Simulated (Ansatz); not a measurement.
C$_{2}$H$_{4}$GeS, SMILES `C1=[CH][GeH2][S]1`. The species carries charge 0 and has multiplicity 1. The structure was optimised at the PBE0-D4/def2-TZVP level.

```xyz
8

C    -0.548    1.172    0.132
C     0.419    0.612   -0.605
Ge    0.256   -1.159    0.143
S    -1.323    0.036    1.252
H    -0.884    2.206    0.108
H     1.027    1.105   -1.351
H    -0.324   -2.283   -0.729
H     1.376   -1.689    1.049
```

(1) What is the dipole moment at r2SCAN/def2-TZVPP? (An estimate is asked.)

(2) And with PBE, B3LYP, ωB97M-V? (An estimate is asked.)

(3) Give the Mulliken charges with r2SCAN, B3LYP, ωB97M-V in def2-TZVPP. (Estimate.)

Answers

(1) Computed: 1.59 D, with components (1.17, -0.18, -1.06) D in this frame, pointing from negative to positive charge.

(2) Ansatz gave: PBE 1.49 D, B3LYP 1.58 D, ωB97M-V 1.65 D.

(3) The calculation gave: 
```
atom  r2SCAN  B3LYP  ωB97M-V
  C1    0.09   0.00    -0.01
  C2   -0.34  -0.30    -0.32
 Ge3    0.35   0.31     0.26
  S4   -0.26  -0.24    -0.21
  H5    0.08   0.11     0.11
  H6    0.08   0.12     0.11
  H7   -0.01   0.00     0.03
  H8   -0.01   0.00     0.03
```

B3LYP here is the variant with VWN-RPA as its local correlation; programs differ in this.
